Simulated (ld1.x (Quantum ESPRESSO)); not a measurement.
## Ge: TM semilocal pseudisation with PBE, scalar-relativistic reference atom.

| Item | Value |
| --- | --- |
| Element | germanium |
| Generator | ld1.x (Quantum ESPRESSO) 7.5 |
| Type | norm-conserving Troullier–Martins (semilocal form) |
| Functional | PBE |
| Relativity | scalar-relativistic |
| Frozen core | [Ar] |
| Valence charge | 14 |
| Reference configuration | 3d10 4s2 4p1.5 (charge +0.5) |
| Partial waves | 4s (bound): rc 1.35 bohr; 4p (bound): rc 2.30 bohr; 3d (bound): rc 0.80 bohr |
| Local potential | the d channel |
| Core correction | Bessel-smoothed model core inside 0.80 bohr |

All-electron outer shells of the reference configuration (PBE, scalar-relativistic, ld1.x):

```
shell  level (eV)  outermost node (bohr)  outermost maximum (bohr)
   3p     -119.86                   0.23                      0.54
   3d      -33.54                      –                      0.50
   4s      -15.60                   0.77                      1.73
   4p       -7.38                   0.82                      2.14
```

(1) Tests: 3d10 4s2 4p2; 3d10 4s2 4p1; 3d10 4s2 4p0; 3d9 4s2 4p3; 3d10 4s0 4p4; 3d10 4s0 4p0; 3d10 4s2 4p2.3. Which has the largest error in its energy relative to the reference configuration, and how large is it?

Answers

(1) 3d9 4s2 4p3, with -470 meV (all-electron minus pseudo) on +26.82 eV.
